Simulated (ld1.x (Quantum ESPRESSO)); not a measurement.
Values are calculated unless marked as measured or tabulated.
# Hardness and transferability of assorted potentials

Generated with ld1.x 7.5 (TM, RRKJ, ultrasoft, PAW), atompaw 4.2 or ONCVPSP 4.0.1. The cutoff is in Ry: for ld1.x and atompaw files where the sum of valence levels is converged to 10 mRy in a Bessel basis, for ONCV files where the hardest occupied wave has 1 mHa per electron of residual kinetic energy. The error is the largest all-electron minus pseudo excitation energy over each file’s own four to seven test configurations (ionisations up to +4, promotions, holes and added fractions of an electron), all of which were solved. The labels leave out finer settings (local radius, basis sizes, second energies), which also bear on the numbers. Spin-polarised tests are not counted. The rows are a selection from randomly drawn settings: files with unsolved tests, undetermined cutoffs or missed reference levels are left out.

```tsv
element	potential	cutoff (Ry)	largest error (meV)	bound ghosts
Zn	TM semilocal, LDA (PZ), scalar-relativistic, rc 1.65/2.20/1.25 (spd), local d, core correction yes, reference 3d10 4s2 4p0	180	-888	none
Ge	RRKJ, PBE, scalar-relativistic, rc 1.95/2.30/0.90/2.15 (spdf), local s, core correction yes, reference 3d10 4s2 4p2	230	-74	none
Br	ultrasoft, PBE, scalar-relativistic, rc 1.35/1.50 (sp), local smoothed, core correction no, reference 4s1.75 4p5.25	21	-39	none
Mo	TM semilocal, LDA (PZ), scalar-relativistic, rc 2.78/2.88/2.36 (spd), local d, core correction yes, reference 4d3 5s0 5p0	35	-369	none
Ba	TM semilocal, PBEsol, scalar-relativistic, rc 3.25/3.75/3.70 (spd), local s, core correction no, reference 5d1 6s1 6p0	8	+250	none
```

Problem. Fill in the row for Zr: RRKJ, LDA (PZ), scalar-relativistic, rc 1.40/2.35/2.80 (spd), local d, core correction yes, reference 4s2 4p6 4d2 5s0 5p0.

Solution. cutoff 70 Ry, largest error -80 meV, bound ghosts: none.

Problem. Fill in the row for Cl: TM, PBEsol, non-relativistic, rc 1.00/0.90/1.05 (spd), local p, core correction no, reference 3s2 3p4.

Solution. cutoff 230 Ry, largest error +298 meV, bound ghosts: none.

Problem. Fill in the row for Sn: TM, PBE, scalar-relativistic, rc 2.00/2.10/1.85 (spd), local s, core correction no, reference 5s2 5p1.

Solution. cutoff 21 Ry, largest error +177 meV, bound ghosts: none.
